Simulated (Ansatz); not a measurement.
`CC[O][In]([F])[F]` → `[OH][In]([F])[F]` + ethylene at 600 K and 1 bar (alkene loss).

Isolated molecules relaxed with PBE0-D4/def2-TZVP in Ansatz; ΔE leaves out vibrations. CCSD(T)/CBS is the MP2 limit (def2-TZVPP, def2-QZVPP) plus CCSD(T) − MP2 in def2-TZVPP, frozen cores. This one scheme is used for every species. Elements past krypton have def2 core potentials. For In outer-core shells are correlated without core-valence functions, which leaves a few kJ/mol of doubt a bond. One conformer a species, not always the lowest.

```
            species  CCSD(T)/CBS energy (Eh)  H − E (kJ/mol)  S (J/(mol·K))
`CC[O][In]([F])[F]`               -543.74993           261.1          500.5
 `[OH][In]([F])[F]`               -465.24461            87.7          392.5
              `C=C`                -78.48111           161.6          257.2
```

H − E and S are ideal-gas, rigid-rotor, harmonic terms from PBE0-D4/def2-TZVP, for one conformer and one mirror image of each species. 1 Eh = 2625.50 kJ/mol, R = 8.31446 J/(mol·K).

Task: By hand: ΔE, ΔH, ΔS and ΔG.

Result: ΔE = (-465.24461) + (-78.48111) − (-543.74993) = 0.02421 Eh = 63.6 kJ/mol. Δ(H − E) = 87.7 + 161.6 − 261.1 = -11.8, so ΔH = 51.8 kJ/mol. ΔS = 392.5 + 257.2 − 500.5 = 149.2 J/(mol·K). ΔG = 51.8 − 600 × (149.2)/1000 = -37.7 kJ/mol.

Task: By hand: the equilibrium constant, and the temperature at which ΔG would vanish if ΔH and ΔS stayed fixed.

Result: log₁₀ K = −ΔG/(RT ln 10) = 3.3. ΔG = 0 at ΔH/ΔS = 347 K.

The number of gas molecules changes by +1, which sets the sign of ΔS. A doubt of 5 kJ/mol in ΔE shifts log₁₀ K by 0.4 here. Other conformers and mirror images would add mixing entropy, several J/(mol·K) or more a flexible species. Modes under 60 cm⁻¹, often nearly free rotors, make the harmonic entropy too high. These are equilibria of isolated gas molecules and say nothing of rates. Largest T1 diagnostic: 0.018 (customary marks: 0.02 for closed shells, 0.045 for open ones).
